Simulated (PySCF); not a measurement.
Some computed properties have been withheld. Give your best values.

Compound: C9H7N.
Numbering: `[H]/[N:8]=[CH:7]/[c:6]1[cH:5][cH:4][c:3]([C:2]#[CH:1])[cH:10][cH:9]1` (hydrogens: H11 on C1; H12 on C4; H13 on C5; H14 on C7; H15 on N8; H16 on C9; H17 on C10)

Cartesian coordinates in Å at the GFN2-xTB level; atoms count from 1:
```xyz
17
C9H7N angstrom
C      4.1289   -0.3346    0.0929
C      2.9323   -0.2351    0.0730
C      1.5233   -0.1125    0.0598
C      0.7860   -0.5439   -1.0464
C     -0.5854   -0.4199   -1.0512
C     -1.2520    0.1349    0.0440
C     -2.7031    0.2664    0.0394
N     -3.3897   -0.1133   -0.9481
C     -0.5114    0.5633    1.1462
C      0.8619    0.4425    1.1570
H      5.1742   -0.4226    0.1076
H      1.3039   -0.9723   -1.8923
H     -1.1759   -0.7455   -1.8929
H     -3.1229    0.7157    0.9528
H     -4.3939    0.0200   -0.8587
H     -1.0199    0.9945    1.9977
H      1.4369    0.7745    2.0094
```

```tsv
property	level	value
point group of the GFN2-xTB geometry	GFN2-xTB	?
rotational constants A, B, C of the GFN2-xTB geometry	GFN2-xTB	?
dipole moment	PBE0/pcSseg-1	1.69 D
HOMO energy	PBE0/pcSseg-1	-6.89 eV
LUMO energy	PBE0/pcSseg-1	-1.82 eV
13C chemical shifts (computed TMS as zero) by class	GIAO PBE0/pcSseg-1	171.7 (C7), 142.4 (C6), 139.5 (C4/C10), 134.9 (C5/C9), 130.2 (C3), 90.1 (C1), 89.3 (C2) ppm
1H chemical shifts (computed TMS as zero) by class	GIAO PBE0/pcSseg-1	?
isotropic shieldings of nuclei other than C and H, by class	GIAO PBE0/pcSseg-1	-91 (N8) ppm
```

The electronic properties come from PySCF, for the isolated species, density fitting. One conformer (not necessarily the lowest) at the GFN2-xTB geometry, without solvent or vibrations. NMR classes are plain means over equivalent atoms (diastereotopic ones count apart unless rotation or inversion swaps them), as if these changed places fast; in this geometry the members of some classes differ.

The 1H chemical shifts (computed TMS as zero) by class?

11.48 (H15), 8.85 (H14), 8.27 (H13/H16), 7.96 (H12/H17), 2.98 (H11) ppm.

What is the point group of the GFN2-xTB geometry?

Cs.

The rotational constants A, B, C of the GFN2-xTB geometry?

5.074, 0.727, 0.636 GHz.

A dipole of 1.69 D is allowed in Cs, and pure rotational transitions are dipole-allowed. The dipole matches unit charges of opposite sign 0.35 Å apart (1 e·Å = 4.8032 D). The rotational constants make it an asymmetric top with κ = (2B − A − C)/(A − C) = -0.96, nearer the prolate limit (−1). With B = h/(8π²I), that is 505.379 GHz u Å² over I, the principal moments of inertia are 99.6, 694.8 and 794.4 u Å² (most abundant isotopes); the inertial defect Ic − Ia − Ib is 0.0 u Å² (zero for a rigid planar frame, negative otherwise).
